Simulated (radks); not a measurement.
The numbers below are computed, except where a source is named.
Species: Pm XLIX. Configuration: [Ne] 3s2 4p1 (not the ground configuration). Level of theory: Dirac Kohn-Sham, BLYP, spin-unpolarised, spherical densities, finite nucleus; open shells are shared between the two j in proportion to 2j + 1; Fermi nuclear charge, rms radius 4.962 fm (a radial shooting solver on a logarithmic mesh with Libxc functionals).

Spin-orbit splittings of the eigenvalues, e(l+1/2) - e(l-1/2), with zeta = 2 splitting/(2l+1) and mean radii in bohr:

shell  occ.  splitting (eV)  zeta (eV)  <r> j=l-1/2  <r> j=l+1/2
2p        6           580.0      386.6      0.08100      0.08722
4p        1           60.55      40.37       0.4224       0.4348
